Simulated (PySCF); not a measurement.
Method: PBE-D3(BJ)/def2-TZVP // B3LYP-D3(BJ)/def2-SVP in PySCF. All species are isolated molecules in the gas phase. One relaxed conformer stands for a flexible species; it need not be the lowest. 

Reference species (SMILES): `N[Si](N)(CC)N` (neutral, multiplicity 1).

- HOMO–LUMO gap = 5.40 eV
- HOMO = -5.43 eV

Changed species: `N[Si](N)(N)N` (0 of 4 NH2 replaced by C2H5; the reference has 1 of 4 NH2 replaced by C2H5).

Question: What does the change do to the HOMO–LUMO gap and HOMO?

Answer: the HOMO–LUMO gap falls by 0.15 eV, to 5.25 eV; the HOMO rises by 0.15 eV, to -5.28 eV.
